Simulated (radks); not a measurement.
Values are calculated unless marked as measured or tabulated.
Si, 14 electrons, occupied as [Ne] 3s2 3p2.

Level of theory: non-relativistic Kohn-Sham, HCTH/407, spin-polarised, spherical densities, point nucleus; open shells are filled with parallel spins first (a radial shooting solver on a logarithmic mesh with Libxc functionals).

Energy parts (hartree):
total: -289.40408
kinetic: 288.81233
electron-nucleus: -689.71236
Hartree: 132.34095
exchange-correlation: -20.84500

Orbitals (lengths in bohr, moments of r in powers of bohr; r(90%) holds 90 % of the orbital's charge):
orbital,occ.,eigenvalue (hartree),r(90%)
1s up,1,-65.40493,0.200
1s down,1,-65.39880,0.200
2s up,1,-5.13700,0.893
2s down,1,-5.13413,0.894
2p up,3,-3.55074,0.897
2p down,3,-3.54431,0.898
3s up,1,-0.42597,3.26
3s down,1,-0.34366,3.57
3p up,2,-0.17701,4.17
3p down,0,-0.12127,5.14

The highest occupied level is 3p up at -4.817 eV. The spin density at the nucleus is 0.0704 e/bohr^3 (1s -0.1298, 2s 0.1474, 3s 0.0528), a Fermi contact field of 3.69 T. Spin moment in Bohr magnetons: 2. Virial ratio -V/T = 2.00205. Summed over all electrons, <r^2> = 31.47 bohr^2, which gives a Langevin (diamagnetic) susceptibility term of -24.9 x 10^-6 cm^3/mol. For comparison, the ionisation energy in NIST's Atomic Spectra Database is 8.152 eV (measured). In exact Kohn-Sham theory the highest level is minus the ionisation energy, but local and semilocal functionals leave it too shallow, through self-interaction and a potential that decays too fast; potentials with the right tail come closer. The electron density at the nucleus is 1761 e/bohr^3.
